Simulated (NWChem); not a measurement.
Everything below was run with NWChem. System: BF (+1), charge 1, spin multiplicity 2, at a geometry optimised with UPBE0/def2-SVP. The structure started from a generated list of species. Its SCF solution wasn't tested for a lower state. Level: ULC-wPBE (omega 0.3 per bohr)/def2-TZVP.

Input file:

```
start mol
memory heap 200 mb stack 900 mb global 1100 mb
charge 1
geometry units angstroms nocenter noautoz
  B      0.000000     0.000000     0.780897
  F      0.000000     0.000000    -0.433831
  symmetry group C2v
end
basis spherical
  * library def2-tzvp
end
dft
  xc xwpbe 1.00 cpbe96 1.0 hfexch 1.00
  cam 0.3 cam_alpha 0.00 cam_beta 1.00
  odft
  mult 2
  direct
  iterations 100
end
task dft energy
```

Output (cleaned and shortened):

```
             Northwest Computational Chemistry Package (NWChem) 7.3.0
             --------------------------------------------------------

                                NWChem Input Module
                                -------------------

 Scaling coordinates for geometry "geometry" by  1.889725989
 (inverse scale =  0.529177249)

 Turning off AUTOSYM since
 SYMMETRY directive was detected!

                             Geometry "geometry" -> ""
                             -------------------------

 Output coordinates in angstroms (scale by  1.889725989 to convert to a.u.)

  No.       Tag          Charge          X              Y              Z
 ---- ---------------- ---------- -------------- -------------- --------------
    1 B                    5.0000     0.00000000     0.00000000     0.78089700
    2 F                    9.0000     0.00000000     0.00000000    -0.43383100

 Effective nuclear repulsion energy (a.u.)      19.6035459831

            Nuclear Dipole moment (a.u.)
            ----------------------------
        X                 Y               Z
 ---------------- ---------------- ----------------
     0.0000000000     0.0000000000     0.0000113384

      Symmetry information
      --------------------

 Group name             C2v
 Group number             16
 Group order               4
 No. of unique centers     2

      Symmetry unique atoms

     1    2


 Summary of "ao basis" -> "" (spherical)
 ------------------------------------------------------------------------------
       Tag                 Description            Shells   Functions and Types
 ---------------- ------------------------------  ------  ---------------------
 *                         def2-tzvp                  on all atoms

  pbe96 is a nonlocal functional; adding pw91lda local functional.

                                 NWChem DFT Module
                                 -----------------

 Summary of "ao basis" -> "ao basis" (spherical)
 ------------------------------------------------------------------------------
       Tag                 Description            Shells   Functions and Types
[...]
  ----- ------------  ---------------      ----- ------------  ---------------
     6      0.499723  1 B  px                 9      0.482374  1 B  px
    12      0.275390  1 B  px                37     -0.221045  2 F  px
    43     -0.218203  2 F  px                40     -0.177164  2 F  px

 Vector    9  Occ=0.000000D+00  E=-2.442776D-01  Symmetry=b2
              MO Center= -1.4D-31,  1.2D-15,  7.4D-01, r^2= 1.7D+00
   Bfn.  Coefficient  Atom+Function         Bfn.  Coefficient  Atom+Function
  ----- ------------  ---------------      ----- ------------  ---------------
     7      0.499723  1 B  py                10      0.482374  1 B  py
    13      0.275390  1 B  py                38     -0.221045  2 F  py
    44     -0.218203  2 F  py                41     -0.177164  2 F  py

   alpha - beta orbital overlaps
   -----------------------------

   alpha      1      2      3      4      5      6      7      8      9     10
    beta      1      2      3      4      6      5      7      8      9     10
 overlap   1.000  1.000  1.000  0.998  0.999  0.999  0.985  0.995  0.995  0.982

   alpha     11     12     13     14     15     16     17     18     19     20
    beta     11     12     13     14     16     15     18     19     17     20
 overlap   0.993  0.997  0.997  0.987  1.000  1.000  0.993  0.993  0.997  0.992

   alpha     21     22     23     24     25     26     27     28     29     30
    beta     21     22     23     26     24     25     27     28     29     30
 overlap   0.994  0.994  0.924  0.925  0.999  0.999  0.999  0.993  0.993  0.992

   alpha     31     32     33     34     35     36     37     38     39     40
    beta     31     32     33     35     34     36     37     38     41     39
 overlap   0.992  1.000  1.000  0.993  0.993  0.998  0.992  0.992  0.999  0.999

   alpha     41     42     43     44     45     46     47     48     49     50
    beta     40     42     43     44     45     46     47     48     49     50
 overlap   0.999  0.999  1.000  1.000  1.000  1.000  1.000  1.000  1.000  1.000

   alpha     51     52     53     54     55     56     57     58     59     60
    beta     51     52     54     53     55     56     57     58     59     60
 overlap   1.000  1.000  1.000  1.000  1.000  1.000  1.000  1.000  1.000  1.000

   alpha     61     62
    beta     61     62
 overlap   1.000  1.000

     --------------------------
     Expectation value of S2:
     --------------------------
      <S2> =      0.7537 (Exact =     0.7500)

 center of mass
 --------------
 x =   0.00000000 y =   0.00000000 z =   0.02235867

 moments of inertia (a.u.)
 ------------------
          36.728232590249           0.000000000000           0.000000000000
           0.000000000000          36.728232590249           0.000000000000
           0.000000000000           0.000000000000           0.000000000000

     Multipole analysis of the density
     ---------------------------------

     L   x y z        total         alpha         beta         nuclear
     -   - - -        -----         -----         ----         -------
     0   0 0 0      1.000000     -7.000000     -6.000000     14.000000

     1   1 0 0     -0.000000     -0.000000     -0.000000      0.000000
     1   0 1 0     -0.000000     -0.000000     -0.000000      0.000000
     1   0 0 1      1.323964     -0.529515      1.853468      0.000011

     2   2 0 0     -5.485199     -3.332258     -2.152941      0.000000
     2   1 1 0     -0.000000     -0.000000     -0.000000      0.000000
     2   1 0 1      0.000000      0.000000      0.000000      0.000000
     2   0 2 0     -5.485199     -3.332258     -2.152941      0.000000
     2   0 1 1      0.000000      0.000000      0.000000      0.000000
     2   0 0 2     -3.765538    -13.453555     -7.249129     16.937146

 Task  times  cpu:       12.2s     wall:       12.2s

 Total times  cpu:       12.3s     wall:       12.3s
```
